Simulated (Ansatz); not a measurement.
Several settings on one geometry of the cluster K3⁺ (the lowest singlet isomer of a short search) (that of the charge 1 singlet, PBE/def2-TZVP). Ansatz on 4 threads of Intel Xeon 6975P-C on a shared host; times are rough.

```
atom   x (Å)   y (Å)   z (Å)
  K1  -0.087   0.852  -2.391
  K2  -2.090  -0.948   1.086
  K3   2.176   0.096   1.305
```

Totals from different functionals, basis sets or treatments of relativity can't be compared as stabilities.

DK, ANO-RCC and x2c sets are all-electron and run with scalar relativity unless a key says otherwise. The 6-31G sets use Cartesian d functions.

The spins typed aren't always the lowest for that charge.

(1) Give the basis size and estimate the energy, ⟨S²⟩ and time of these runs.

```csv
run,method,charge,state,further keys
1,RKS r2SCANh/ANO-RCC-VTZP,1,singlet,scf: {lower_state_search: light}; forces asked
2,RKS CAM-B3LYP/def2-mTZVP,1,singlet,"final_grid: {core_spheres: 5, valence_spheres: 4, degree: 11}; point_charges: [{charge: 0.50, position_ang: [5.071, 0.310, -0.520]}]; accuracy: high; scf: {omitted_lower_state_checks: [starts]}; forces asked"
3,RKS ωB97X-V/def2-TZVPD,1,singlet,forces asked
4,ROKS B97M-V/6-31G,2,doublet,–
```

## Answers

(1) 
| run | functions | energy (Eh) | ⟨S²⟩ | wall time |
| --- | --- | --- | --- | --- |
| 1 | 114 | -1806.4642 | – | 3.8 s |
| 2 | 54 | -1799.6446 | – | 0.65 s |
| 3 | 108 | -1799.3791 | – | 3.5 s |
| 4 | 87 | -1798.7877 | – | 8.5 s |
